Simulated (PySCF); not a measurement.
A side-by-side comparison of computed properties.

First species: C4H12Si2.
InChI=1S/C4H12Si2/c1-2-6-3-5-4-6/h6H,2-5H2,1H3

Second species: C7H13Al.
SMILES: `[AlH]1[C@H](CC[CH2]1)C(=C)C`

Levels: B3LYP/def2-SVPD for HOMO energy, LUMO energy, HOMO–LUMO gap and static isotropic polarisability; TDDFT B3LYP/def2-SVPD for lowest singlet excitation. Geometries: PBE0-D3(BJ)/def2-SVP. Each species is one conformer at its optimised geometry, gas phase, non-relativistic unless stated; the electronic structure was computed with PySCF and density fitting.

The conformers computed, where there is a choice (atom-mapped SMILES and torsion angles):
- `[CH3:1][CH2:2][SiH:3]1[CH2:4][SiH2:5][CH2:6]1`: C1–C2–Si3–C4 -67°

The conformers of `C=C(C)[C@H]1CC[CH2][AlH]1` aren't listed.

Question: Which of the two has the higher S1 energy, and by how much?

Answer: The first: 6.17 eV against 3.79 eV, a difference of 2.38 eV.

Question: Which of the two has the higher static isotropic polarisability, and by how much?

Answer: The second: 112.4 au against 101.2 au, a difference of 11.2 au.

Question: Which of the two has the higher LUMO energy, and by how much?

Answer: The first: 0.02 eV against -1.27 eV, a difference of 1.29 eV.

Question: Which of the two has the higher HOMO–LUMO gap, and by how much?

Answer: The first: 7.21 eV against 4.69 eV, a difference of 2.52 eV.

Question: Which of the two has the higher HOMO energy, and by how much?

Answer: The second: -5.96 eV against -7.19 eV, a difference of 1.23 eV.

On the first: S1 lies 1.04 eV below the HOMO–LUMO gap; its leading configuration is HOMO→LUMO, weight 0.98. The principal polarisabilities are 88.9, 93.4 and 121.3 au; their mean is the isotropic value.

On the second: The 6 singlets span 3.79 to 5.93 eV, and their oscillator strengths add up to 0.27. The principal polarisabilities are 96.5, 113.5 and 127.1 au; their mean is the isotropic value.
